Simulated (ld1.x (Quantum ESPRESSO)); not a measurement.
**Which change was made? (Ag, PAW)**

silver (Ag), PAW, made with ld1.x (Quantum ESPRESSO) 7.5 (PBEsol, scalar-relativistic). Core [Ar] 3d10, reference 4s2 4p6 4d9 5s0 5p0 (charge +2). Waves: 4s (bound): rcut 1.15, rcutus 1.45 bohr; 5s (bound, empty): rcut 1.15, rcutus 1.45 bohr; 4p (bound): rcut 1.65, rcutus 2.00 bohr; 5p (bound, empty): rcut 1.65, rcutus 2.00 bohr; 4d (bound): rcut 1.65, rcutus 2.00 bohr; 4d channel at 0.25 Ry: rcut 1.65, rcutus 2.00 bohr. Local part: all-electron potential smoothed inside 1.30 bohr (lloc = -2). Core correction: Bessel-smoothed model core, default radius (core density twice the valence density). Augmentation charge: BESSEL, radius 1.00 bohr.

Cutoffs, loose and tight: the cutoffs (Ry, on a coarse ladder) from which the occupation-weighted sum of valence levels, in a spherical-Bessel basis at the reference potential, stays within 10 and 1 mRy of its value at 400 Ry. They do not see the model core or the augmentation charge, which bear on the density cutoff. Test errors are all-electron minus pseudo excitation energies from the reference, over the configurations 4s2 4p6 4d10 5s1 5p0; 4s2 4p6 4d10 5s0 5p0; 4s2 4p6 4d8 5s0 5p0; 4s2 4p6 4d9 5s1 5p1; 4s2 4p6 4d9 5s2 5p0; 4s2 4p6 4d9 5s1 5p0; 4s2 4p6 4d10 5s0.5 5p0; variants that change the core or the reference have their own tests.

The base gives: outcome: generated, overlap not positive; bound ghosts: not determined (overlap not positive); largest test error (meV): -207.

After one change the result is: outcome: generated; cutoff, loose: 60 Ry; cutoff, tight: 110 Ry; bound ghosts: none; largest test error (meV): +4.6. Which change was it?
A. all radii but the core radius scaled by about 1.21 (s 1.76, p 2.42, d 2.42 bohr, rcut 1.40/2.00/2.00); local potential all-electron potential smoothed inside 1.58 bohr (lloc = -2); augmentation BESSEL, radius 1.22 bohr
B. all radii but the core radius scaled by about 0.84 (s 1.22, p 1.68, d 1.68 bohr, rcut 0.96/1.38/1.38); local potential all-electron potential smoothed inside 1.10 bohr (lloc = -2); augmentation BESSEL, radius 0.84 bohr
C. all radii but the core radius scaled by about 0.74 (s 1.08, p 1.48, d 1.48 bohr, rcut 0.86/1.22/1.22); local potential all-electron potential smoothed inside 0.96 bohr (lloc = -2); augmentation BESSEL, radius 0.74 bohr
D. all radii but the core radius scaled by about 1.37 (s 1.98, p 2.74, d 2.74 bohr, rcut 1.58/2.26/2.26); local potential all-electron potential smoothed inside 1.78 bohr (lloc = -2); augmentation BESSEL, radius 1.38 bohr

C. The others give: all radii but the core radius scaled by about 0.84 (s 1.22, p 1.68, d 1.68 bohr, rcut 0.96/1.38/1.38); local potential all-electron potential smoothed inside 1.10 bohr (lloc = -2); augmentation BESSEL, radius 0.84 bohr → outcome: generated, overlap not positive; bound ghosts: not determined (overlap not positive); largest test error (meV): +48 | all radii but the core radius scaled by about 1.37 (s 1.98, p 2.74, d 2.74 bohr, rcut 1.58/2.26/2.26); local potential all-electron potential smoothed inside 1.78 bohr (lloc = -2); augmentation BESSEL, radius 1.38 bohr → outcome: generated; cutoff, loose: 15 Ry; cutoff, tight: 30 Ry; bound ghosts: none; largest test error (meV): test run stopped at test 1 of 7 (negative rho) | all radii but the core radius scaled by about 1.21 (s 1.76, p 2.42, d 2.42 bohr, rcut 1.40/2.00/2.00); local potential all-electron potential smoothed inside 1.58 bohr (lloc = -2); augmentation BESSEL, radius 1.22 bohr → outcome: generated; cutoff, loose: 21 Ry; cutoff, tight: 35 Ry; bound ghosts: none; largest test error (meV): test run stopped at test 1 of 7 (negative rho). A file whose overlap is not positive is unfit for use, and its test errors describe a broken file.
